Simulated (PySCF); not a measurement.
BrH7O2Si3.
Atom-mapped SMILES: `[SiH3:1][O:2][SiH2:3][O:4][SiH2:5][Br:6]` (hydrogens: H7, H8, H9 on Si1; H10, H11 on Si3; H12, H13 on Si5)

Cartesian coordinates in Å at the GFN2-xTB level; atoms count from 1:
```xyz
13
BrH7O2Si3 angstrom
Si     2.3252    0.3315   -0.9093
O      1.2772   -0.2471    0.1979
Si     0.1660   -0.7868    1.2156
O     -1.3136   -0.3572    0.6911
Si    -2.5185    0.2664   -0.1559
Br    -1.7168    1.2817   -1.9323
H      1.5528    1.0185   -1.9360
H      3.2095    1.2175   -0.1527
H      3.0333   -0.8491   -1.4040
H      0.1604   -2.2398    1.1854
H      0.3219   -0.1036    2.4889
H     -3.3421   -0.8235   -0.6452
H     -3.1597    1.2920    0.6455
```

PySCF closed-shell single points with density fitting, gas phase. The input was altered on purpose; the results of an altered input aren't properties of the species above.

Q: What comes out at PBE0/aug-cc-pVDZ with: level shift 0.9 Eh, at most 68 cycles, bond Si1–O2 scaled by 1.3?

A: E = -3596.0580 Eh; HOMO -7.19 eV, LUMO -2.05 eV (gap 5.14 eV), in 27 cycles. The distance Si1···O2 goes from 1.631 to 2.120 Å, the nuclear repulsion from 715.18 to 725.66 Eh. Only O2 was moved, along that bond; its nearest neighbour is now Si3 at 1.113 Å. With bonds stretched this far the closed-shell solution need not be the lowest.

Coordinates of the altered input:
```
atom  x, y, z in Å
Si1    2.3252    0.3315   -0.9093
O2     0.9628   -0.4207    0.5300
Si3    0.1660   -0.7868    1.2156
O4    -1.3136   -0.3572    0.6911
Si5   -2.5185    0.2664   -0.1559
Br6   -1.7168    1.2817   -1.9323
H7     1.5528    1.0185   -1.9360
H8     3.2095    1.2175   -0.1527
H9     3.0333   -0.8491   -1.4040
H10    0.1604   -2.2398    1.1854
H11    0.3219   -0.1036    2.4889
H12   -3.3421   -0.8235   -0.6452
H13   -3.1597    1.2920    0.6455
```

The SCF part of the output:
```
final grid: 108872 points
cycle   1  E = -3595.7128620174  dE =  8.830e-01  |g| = 1.181e+00  |ddm| = 9.735e+00
cycle   2  E = -3596.0045362178  dE = -2.917e-01  |g| = 4.538e-01  |ddm| = 4.178e+00
cycle   3  E = -3596.0463253359  dE = -4.179e-02  |g| = 1.674e-01  |ddm| = 1.418e+00
cycle   4  E = -3596.0543907847  dE = -8.065e-03  |g| = 7.436e-02  |ddm| = 4.782e-01
cycle   5  E = -3596.0566754295  dE = -2.285e-03  |g| = 3.787e-02  |ddm| = 2.226e-01
cycle   6  E = -3596.0574409061  dE = -7.655e-04  |g| = 2.280e-02  |ddm| = 1.345e-01
cycle   7  E = -3596.0577428714  dE = -3.020e-04  |g| = 1.455e-02  |ddm| = 7.888e-02
cycle   8  E = -3596.0578724922  dE = -1.296e-04  |g| = 9.495e-03  |ddm| = 5.140e-02
cycle   9  E = -3596.0579304939  dE = -5.800e-05  |g| = 6.391e-03  |ddm| = 3.585e-02
cycle  10  E = -3596.0579573311  dE = -2.684e-05  |g| = 4.392e-03  |ddm| = 2.519e-02
... (7 lines left out)
cycle  18  E = -3596.0579832058  dE = -1.403e-07  |g| = 3.279e-04  |ddm| = 2.337e-03
cycle  19  E = -3596.0579832836  dE = -7.781e-08  |g| = 2.440e-04  |ddm| = 1.759e-03
cycle  20  E = -3596.0579833270  dE = -4.341e-08  |g| = 1.829e-04  |ddm| = 1.320e-03
cycle  21  E = -3596.0579833515  dE = -2.451e-08  |g| = 1.379e-04  |ddm| = 9.910e-04
cycle  22  E = -3596.0579833655  dE = -1.399e-08  |g| = 1.031e-04  |ddm| = 7.453e-04
cycle  23  E = -3596.0579833735  dE = -7.950e-09  |g| = 7.811e-05  |ddm| = 5.587e-04
cycle  24  E = -3596.0579833780  dE = -4.563e-09  |g| = 5.932e-05  |ddm| = 4.205e-04
cycle  25  E = -3596.0579833807  dE = -2.652e-09  |g| = 4.499e-05  |ddm| = 3.165e-04
cycle  26  E = -3596.0579833822  dE = -1.530e-09  |g| = 3.417e-05  |ddm| = 2.389e-04
cycle  27  E = -3596.0579833831  dE = -9.086e-10  |g| = 2.613e-05  |ddm| = 1.802e-04
converged SCF energy = -3596.0579833831
```
